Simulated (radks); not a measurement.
In VII, 43 electrons, occupied as [Kr] 4d7 (the NIST ground configuration).

Method: Dirac Kohn-Sham, BLYP, spin-unpolarised, spherical densities, finite nucleus; open shells fill j = l - 1/2 first; Fermi nuclear charge, rms radius 4.6156 fm; computed with a radial shooting solver on a logarithmic mesh with Libxc functionals.

Energy parts (hartree):
total: -5873.57848
kinetic: 6172.48589
electron-nucleus: -14108.60280
Hartree: 2220.00974
exchange-correlation: -157.47130

Orbitals (lengths in bohr, moments of r in powers of bohr):
\begin{tabular}{lrrrr}
orbital & occ. & eigenvalue (hartree) & <r> & <1/r> \\ \hline
1s1/2 & 2 & -1022.851 & 0.02971 & 51.86 \\
2s1/2 & 2 & -156.0461 & 0.1281 & 12.00 \\
2p1/2 & 2 & -145.7726 & 0.1084 & 11.98 \\
2p3/2 & 4 & -138.0191 & 0.1137 & 11.19 \\
3s1/2 & 2 & -32.35229 & 0.3482 & 4.229 \\
3p1/2 & 2 & -28.20689 & 0.3392 & 4.137 \\
3p3/2 & 4 & -26.80455 & 0.3503 & 3.944 \\
3d3/2 & 4 & -19.47160 & 0.3219 & 3.789 \\
3d5/2 & 6 & -19.18393 & 0.3254 & 3.739 \\
4s1/2 & 2 & -7.64410 & 0.8328 & 1.675 \\
4p1/2 & 2 & -6.26122 & 0.8757 & 1.568 \\
4p3/2 & 4 & -5.99995 & 0.9020 & 1.509 \\
4d3/2 & 4 & -3.79366 & 1.038 & 1.272 \\
4d5/2 & 3 & -3.75401 & 1.048 & 1.258 \\
\end{tabular}

The highest occupied level is 4d5/2 at -102.15 eV. The density falls to 0.001 e/bohr^3 at r = 2.56 bohr. Summed over all electrons, <r^2> = 18.34 bohr^2, which gives a Langevin (diamagnetic) susceptibility term of -14.5 x 10^-6 cm^3/mol. The electron density at the nucleus is 1.748e+05 e/bohr^3. For comparison, the ionisation energy in NIST's Atomic Spectra Database is 109 eV (theoretical). In exact Kohn-Sham theory the highest level is minus the ionisation energy, but local and semilocal functionals leave it too shallow, through self-interaction and a potential that decays too fast; potentials with the right tail come closer.

Beside tabulated values, note that spin-unpolarised runs miss the spin-polarisation part of the exchange energy of open shells.
